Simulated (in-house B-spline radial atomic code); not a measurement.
A fraction x of an electron is removed from 4s in Mn, starting from [Ar] 3d5 4s2 and keeping the highest spin. Level of theory: scalar-relativistic (X2C) revTPSS, spin-polarised, spherical fractional occupations, Fermi nucleus of rms radius 3.7057 fm; calculated with a B-spline radial code for spherical atoms.

```
   x  E(x) - E(0) (eV)  4s down level (eV)
   0            0.0000              -4.489
0.03            0.1370              -4.642
0.24            1.2244              -5.713
0.32            1.6977              -6.118
0.41            2.2687              -6.570
 0.5            2.8802              -7.019
0.53            3.0930              -7.168
0.64            3.9119              -7.724
0.84            5.5699              -8.939
 0.9            6.1214              -9.461
   1            7.1098                   -
```

The exact functional would give a straight line between the two integer points. Deviations E(x) - E(0) - x[E(1) - E(0)], in eV: -0.076 at x = 0.03, -0.482 at x = 0.24, -0.577 at x = 0.32, -0.646 at x = 0.41, -0.675 at x = 0.5, -0.675 at x = 0.53, -0.638 at x = 0.64, -0.402 at x = 0.84, -0.277 at x = 0.9.

The curve lies below the straight line by up to 0.675 eV (at x = 0.5): convex, the delocalisation error that favours fractional charges.

Q: How well does Slater's transition state (minus the level at half occupation) give the ionisation energy?

A: It gives 7.019 eV against 7.110 eV from the two total energies; NIST lists 7.43 eV, ground level to ground level.
